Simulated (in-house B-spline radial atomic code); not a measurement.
Sr⁴⁺: [Ar] 3d10 4s2 4p4

All numbers are computed (non-relativistic B97-1, spin-polarised, spherical fractional occupations; point nucleus) with a radial B-spline atomic code at the basis-set limit, not measured.

Z_r = [3n² - l(l+1)]/(2<r>); Z_e = n√(-2ε); the last column is Slater's effective charge. Values are occupation-weighted means over spin.

```csv
shell,electrons,ε (eV),<r> (bohr),Z_r,Z_e,Slater
1s,2,-15717,0.04018,37.33,33.99,37.70
2s,2,-2154.3,0.1769,33.91,25.17,33.85
2p,6,-1965.6,0.1523,32.84,24.04,33.85
3s,2,-378.11,0.5023,26.88,15.82,26.75
3p,6,-308.72,0.5022,24.89,14.29,26.75
3d,10,-183.38,0.4944,21.24,11.01,16.85
4s,2,-84.435,1.325,18.12,9.96,10.95
4p,4,-66.044,1.451,15.85,8.81,10.95
```

The least bound orbital is 4p down at -62.48 eV, and it is also the most diffuse (<r> = 1.47 bohr).

The density falls to 0.001 bohr⁻³ at 3.003 bohr; Σ<r²> = 19.064 bohr² gives, by the non-relativistic formula and without the paramagnetism of open shells, a Langevin diamagnetic susceptibility of -15.1×10⁻⁶ cm³/mol.

Caution: exact exchange at fractional occupations of open shells leaves self-interaction of up to several eV.
